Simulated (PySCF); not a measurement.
The scaffold SiH2(OH)-X carries different groups X. Gas-phase values, no solvent. One relaxed conformer stands for each flexible species; it need not be the lowest. Strings in code marks are SMILES.

Method: B3LYP-D3(BJ)/def2-TZVP // PBE0-D4/def2-TZVP (PySCF). B3LYP has the VWN-RPA correlation part, as in Gaussian. Delta-SCF ions had no search for a lower state. Excitations are Tamm–Dancoff values on a coarser integration grid. The basis has no diffuse functions, so Rydberg states are missing or too high.

| species | vertical ionisation energy (Delta-SCF) (eV) | S1 oscillator strength | HOMO (eV) | S1–T1 gap (TDA) (eV) | T1 excitation (TDA) (eV) |
|---|---|---|---|---|---|
| X = methyl (`[SiH2](C)O` (C–Si–O–H torsion 70°)) | 10.66 | … | … | … | 6.83 |
| X = iodo (`O[SiH2]I` (H–O–Si–I torsion 54°)) | 9.92 | 0.014 | -7.45 | 0.46 | 5.40 |
| X = dimethylamino (`CN([SiH2]O)C` (C–N–Si–O torsion -73°, N–Si–O–H torsion -68°)) | 8.56 | 0.039 | -6.34 | … | … |
| X = carboxy (`O=C(O)[SiH2]O`) | 10.51 | 0.006 | … | 0.73 | 4.49 |
| X = mercapto (`[SiH2](S)O` (H–O–Si–S torsion -52°, O–Si–S–H torsion -65°)) | 10.03 | … | -7.44 | … | 5.69 |
| X = vinyl (`C=C[SiH2]O` (C–C–Si–O torsion -6°, C–Si–O–H torsion -73°)) | 10.09 | 0.006 | -7.73 | … | … |
| X = ethynyl (`[SiH2](O)C#C`) | 10.46 | 0.000 | -8.06 | … | 4.96 |
| X = methylsulfinyl (`[S@]([SiH2]O)(C)=O` (O–S–Si–O torsion -17°, S–Si–O–H torsion 14°)) | 9.08 | 0.005 | … | 0.48 | 4.24 |
| X = isocyano (`[C-]#[N+][SiH2]O`) | 11.34 | 0.034 | -8.74 | 1.70 | 5.24 |
| X = difluoromethyl (`C([SiH2]O)(F)F` (H–O–Si–C torsion 51°, O–Si–C–F torsion -53°)) | … | 0.001 | -8.29 | 0.37 | 6.37 |
| X = fluoromethyl (`FC[SiH2]O` (H–O–Si–C torsion 60°, O–Si–C–F torsion -60°)) | 10.62 | … | -8.16 | 0.41 | 6.44 |
| X = methylamino | 9.20 | 0.018 | -6.75 | … | 5.73 |

Problem. What belongs in the gaps?

Solution. 
- X = methyl (`[SiH2](C)O` (C–Si–O–H torsion 70°)), S1 oscillator strength: 0.010
- X = methyl (`[SiH2](C)O` (C–Si–O–H torsion 70°)), HOMO (eV): -8.20
- X = methyl (`[SiH2](C)O` (C–Si–O–H torsion 70°)), S1–T1 gap (TDA) (eV): 0.34
- X = dimethylamino (`CN([SiH2]O)C` (C–N–Si–O torsion -73°, N–Si–O–H torsion -68°)), S1–T1 gap (TDA) (eV): 0.36
- X = dimethylamino (`CN([SiH2]O)C` (C–N–Si–O torsion -73°, N–Si–O–H torsion -68°)), T1 excitation (TDA) (eV): 5.42
- X = carboxy (`O=C(O)[SiH2]O`), HOMO (eV): -7.97
- X = mercapto (`[SiH2](S)O` (H–O–Si–S torsion -52°, O–Si–S–H torsion -65°)), S1 oscillator strength: 0.005
- X = mercapto (`[SiH2](S)O` (H–O–Si–S torsion -52°, O–Si–S–H torsion -65°)), S1–T1 gap (TDA) (eV): 0.53
- X = vinyl (`C=C[SiH2]O` (C–C–Si–O torsion -6°, C–Si–O–H torsion -73°)), S1–T1 gap (TDA) (eV): 2.09
- X = vinyl (`C=C[SiH2]O` (C–C–Si–O torsion -6°, C–Si–O–H torsion -73°)), T1 excitation (TDA) (eV): 4.33
- X = ethynyl (`[SiH2](O)C#C`), S1–T1 gap (TDA) (eV): 0.85
- X = methylsulfinyl (`[S@]([SiH2]O)(C)=O` (O–S–Si–O torsion -17°, S–Si–O–H torsion 14°)), HOMO (eV): -6.78
- X = difluoromethyl (`C([SiH2]O)(F)F` (H–O–Si–C torsion 51°, O–Si–C–F torsion -53°)), vertical ionisation energy (Delta-SCF) (eV): 10.77
- X = fluoromethyl (`FC[SiH2]O` (H–O–Si–C torsion 60°, O–Si–C–F torsion -60°)), S1 oscillator strength: 0.003
- X = methylamino, S1–T1 gap (TDA) (eV): 0.38
